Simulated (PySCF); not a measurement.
# UHF on Tl²⁺ (thallium, charge +2)

Configuration: [Xe] 4f14 5d9 6s1 6p1, one real determinant (an excited configuration). Computed with PySCF 2.14 in aug-cc-pVQZ-PP with one added diffuse shell each of s, p, d, f, g type with ECP60MDF (8s8p6d4f3g, 117 functions), with a scalar-relativistic core potential.

```
Total energy                                                  : -170.065220 hartree
One-electron energy                                           : -284.1654 hartree
Hartree (Coulomb) energy                                      : 127.4515 hartree
Exchange energy                                               : -13.3514 hartree
⟨S²⟩                                                          : 3.7519
⟨L²⟩                                                          : 8.033
Sum of ⟨r⟩                                                    : 25.10 bohr
Sum of ⟨r²⟩                                                   : 41.37 bohr²
Traceless quadrupole moment −½Σ⟨3z² − r²⟩ along its main axis : -3.29 e·bohr²
```

```csv
shell,electrons,mean orbital energy (eV),spread (eV),"rms radius, mean of both spins (bohr)"
5s α,1,-178.33,0,0.948
5s β,1,-175.80,0,0.948
5p α,3,-118.84,1.728,1.08
5p β,3,-115.93,1.862,1.08
5d α,5,-46.248,1.766,1.43
5d β,4,-44.447,0.591,1.43
6s α,1,-32.764,0,2.40
6p α,1,-22.653,0,2.92
```

⟨L²⟩ = 8.03 against 12 for a pure F term, so this real determinant mixes terms. Energies and moments cover only the electrons outside the core potential. Spin-orbit coupling, absent here, splits the open shell strongly.
